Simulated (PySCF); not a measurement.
Spin states of GeCl⁺

Unrestricted PBE0; PySCF, scalar-relativistic core potentials, basis sets Ge cc-pVTZ-PP with ECP10, Cl cc-pV(T+d)Z. Outer shells of the fragments: Ge+ 3d10 4s2 4p1; Cl 3s2 3p5.

Followed along the bond (rough minima from three points):

```json
{"2Ms+1": "1", "unpaired": "none", "⟨S²⟩ at the start": "0.00", "R at minimum (Å)": "2.07", "Te (eV)": "0.00"}
{"2Ms+1": "3", "unpaired": "σ ↑, π ↑", "⟨S²⟩ at the start": "2.01", "R at minimum (Å)": "2.15", "Te (eV)": "4.09"}
```

Solutions found at the starting distance of 2.230 Å, counted from the lowest of them; the search is not exhaustive and high or unbound solutions are not listed, so other states can lie among these:

| 2Ms+1 | unpaired | term | E (eV) | ⟨S²⟩ | ⟨Lz²⟩ | μ (D) |
| --- | --- | --- | --- | --- | --- | --- |
| 1 | none | ¹Σ⁺ | 0.00 | 0.00 | 0.00 | -3.12 |
| 3 | σ ↑, π ↑ | ³Π | 3.86 | 2.01 | 1.01 | -1.51 |
| 3 | π ↑↑ | mixed | 3.99 | 2.01 | 2.01 | 1.15 |
| 3 | π ↑↑ | mixed | 4.18 | 2.01 | 2.01 | 1.15 |
| 1 | π ↑↓ | mixed | 4.19 | 1.01 | 2.02 | 1.14 |
| 3 | σ ↑↑ | ³Σ⁺ | 6.42 | 2.00 | 0.00 | -1.07 |

A term symbol is given only where ⟨S²⟩ and ⟨Lz²⟩ are close to those of a pure state; real π, δ and φ orbitals otherwise mix terms. A positive dipole points towards Cl; it is taken about the centre of mass and depends on that origin.

Problem. Compare the gap between the two lowest followed solutions at the starting distance with the gap between their minima.

Solution. At PBE0 the second solution (triplet, unpaired electrons σ ↑, π ↑) lies +3.86 eV from the first (singlet, closed shell) at 2.230 Å and +4.09 eV at the minima; the two curves relax by different amounts, since their minima lie near 2.15 and 2.07 Å.

Counting both spins, an empty level lies below a filled one in some of these solutions, because spin and occupation are held.
